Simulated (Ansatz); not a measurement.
```yaml
crystal:
  periodic: [false, false, false]
  atoms:
    - {symbol: B, position_ang: [-0.620283, 0.168879, -0.111457]}
    - {symbol: N, position_ang: [0.649969, -0.136001, -0.335549]}
    - {symbol: In, position_ang: [1.380194, -0.578312, 1.536361]}
    - {symbol: H, position_ang: [-1.395081, 0.479417, -0.907572]}
    - {symbol: H, position_ang: [1.004692, -0.109048, -1.237415]}
    - {symbol: H, position_ang: [-0.979172, 0.113528, 1.011279]}
basis:
  gaussian: {orbitals: def2-mTZVPP}
hamiltonian: {xc: {name: HF}}
correlation: {method: mp2, frozen_orbitals: {B: 0}}
accuracy: high
output: {forces: true}
```

```sh
$ ansatz run in.yaml --threads 2 --pin off --events-out ev --progress --plain --max-ram 4352MiB
```

Shortened log:

```
Functional definition: HF
Error: "frozen_orbitals" has no count for N
```

(1) Something in this input is off. What?

Answers

(1) Frozen orbitals are typed for one element alone, and the program wants a count for each. The input was rejected before any iteration.
